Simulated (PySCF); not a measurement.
# XPS shifts beside NMR shieldings

Compound: C3H7BFN.
Bonds: B1–N2, N2–C3 (triple), C3–C4, C4–C5, C5–F6. Hydrogens: H7, H8, H9 on B1; H10, H11 on C4; H12, H13 on C5.

Binding energies: delta-SCF UKS SCAN, pcX-2 on the ionised atom, pcseg-1 elsewhere, spin-free X2C in PySCF 2.14.0. Shieldings: GIAO PBE0/pcSseg-1, non-relativistic, same geometry.

```tsv
atom	isotropic shielding (ppm)
C3	72.4
C4	164.4
C5	106.3
```

Problem. What are the C 1s binding energies of these atoms?

Solution. 
```json
{"atom": "C3", "environment": "triply bonded carbon", "C 1s (eV)": "293.10", "isotropic shielding (ppm)": "72.4"}
{"atom": "C4", "environment": "chain CH2 carbon", "C 1s (eV)": "293.31", "isotropic shielding (ppm)": "164.4"}
{"atom": "C5", "environment": "sp3 C–F carbon", "C 1s (eV)": "294.39", "isotropic shielding (ppm)": "106.3"}
```

Problem. Among the listed atoms, is the one with the highest binding energy also the least shielded?

Solution. No. The highest binding energy is at C5 (294.39 eV, shielding 106.3 ppm), the lowest shielding at C3 (72.4 ppm, 293.10 eV).

By binding energy: C3 < C4 < C5. By shielding: C3 < C5 < C4.

The structure is a single PBE0-D3(BJ)/def2-SVP conformer in the gas phase; no vibrational or solvent corrections.

The values belong to the conformer `[BH3-:1][N+:2]#[C:3][CH2:4][CH2:5][F:6]`: C3–C4–C5–F6 180°.
